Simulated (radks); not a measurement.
He II, configuration 6f1 (not the ground configuration). All-electron calculation, Dirac Kohn-Sham, PBE, spin-unpolarised, spherical densities, finite nucleus; open shells fill j = l - 1/2 first; Gaussian nuclear charge, rms radius 1.6755 fm. Program: a radial shooting solver on a logarithmic mesh with Libxc functionals.

X-ray form factor f0, the Fourier transform of the density (f0(0) = 1):

| sin(theta)/lambda (1/angstrom) | f0 (electrons) |
|---|---|
| 0.05 | 0.042 |
| 0.1 | 0.002 |
| 0.15 | -0.006 |
| 0.2 | 0.001 |
| 0.25 | 0.001 |
| 0.3 | 0.000 |
| 0.4 | 0.000 |
| 0.5 | 0.000 |
| 0.6 | 0.000 |
| 0.8 | 0.000 |
| 1 | 0.000 |
| 1.25 | 0.000 |
| 1.5 | 0.000 |
| 2 | 0.000 |
